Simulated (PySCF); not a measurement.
# First hyperpolarisability: 5-fluoroindole (SMILES Fc1ccc2[nH]ccc2c1)

Molfile (atoms numbered from 1):
```
C8H6FN
     RDKit          3D

 16 17  0  0  0  0  0  0  0  0999 V2000
   -3.2489    1.1826    0.3910 F   0  0  0  0  0  0  0  0  0  0  0  0
   -2.0573    0.5876    0.2629 C   0  0  0  0  0  0  0  0  0  0  0  0
   -2.0356   -0.7898   -0.0080 C   0  0  0  0  0  0  0  0  0  0  0  0
   -0.8245   -1.4503   -0.1521 C   0  0  0  0  0  0  0  0  0  0  0  0
    0.3487   -0.7021   -0.0188 C   0  0  0  0  0  0  0  0  0  0  0  0
    1.6661   -1.0789   -0.1070 N   0  0  0  0  0  0  0  0  0  0  0  0
    2.4683    0.0142    0.0984 C   0  0  0  0  0  0  0  0  0  0  0  0
    1.6919    1.1230    0.3243 C   0  0  0  0  0  0  0  0  0  0  0  0
    0.3271    0.6933    0.2548 C   0  0  0  0  0  0  0  0  0  0  0  0
   -0.9105    1.3448    0.3974 C   0  0  0  0  0  0  0  0  0  0  0  0
   -2.9857   -1.3180   -0.1013 H   0  0  0  0  0  0  0  0  0  0  0  0
   -0.7974   -2.5214   -0.3631 H   0  0  0  0  0  0  0  0  0  0  0  0
    1.9928   -2.0151   -0.2937 H   0  0  0  0  0  0  0  0  0  0  0  0
    3.5520   -0.0801    0.0684 H   0  0  0  0  0  0  0  0  0  0  0  0
    2.0542    2.1297    0.5175 H   0  0  0  0  0  0  0  0  0  0  0  0
   -0.9853    2.4127    0.6074 H   0  0  0  0  0  0  0  0  0  0  0  0
  1  2  1  0
  2  3  2  0
  3  4  1  0
  4  5  2  0
  5  6  1  0
  6  7  1  0
  7  8  2  0
  8  9  1  0
  9 10  2  0
 10  2  1  0
  9  5  1  0
  3 11  1  0
  4 12  1  0
  6 13  1  0
  7 14  1  0
  8 15  1  0
 10 16  1  0
M  END
```

Level of theory: PySCF, quadratic response CAM-B3LYP/aug-cc-pVDZ first hyperpolarisability, Taylor convention, gas phase. Geometry: PBE0-D3(BJ)/def2-SVP.

(1) What is the first hyperpolarisability, and how does it disperse?

(2) Which lowest excitations, dipole and polarisabilities go with it?

Results:

(1) In 10⁻³⁰ esu, Taylor convention; the vector part is βᵢ = ⅓ Σⱼ (βᵢⱼⱼ + βⱼᵢⱼ + βⱼⱼᵢ); β∥ is 3/5 of the vector part along the dipole, the dipole points from − to +:
| process | λ (nm) | β vector norm | β∥ | β HRS | depolarisation ratio |
| --- | --- | --- | --- | --- | --- |
| static β(0;0,0) | ∞ | 1.14 | -0.66 | 0.53 | 3.68 |
| second harmonic β(−2ω;ω,ω) | 1907 | 1.17 | -0.68 | 0.54 | 3.69 |
| Pockels β(−ω;ω,0) | 1907 | 1.15 | -0.67 | – | – |
| second harmonic β(−2ω;ω,ω) | 1064 | 1.22 | -0.72 | 0.58 | 3.69 |
| Pockels β(−ω;ω,0) | 1064 | 1.17 | -0.68 | – | – |

(2) S1 4.82 eV (f = 0.050); S2 5.00 eV (f = 0.145); S3 5.20 eV (f = 0.003); dipole 3.74 D; isotropic α 101.3 au static, 101.8 au at 1907 nm, 102.8 au at 1064 nm, 103.2 au at 953.5 nm, 108.1 au at 532 nm.
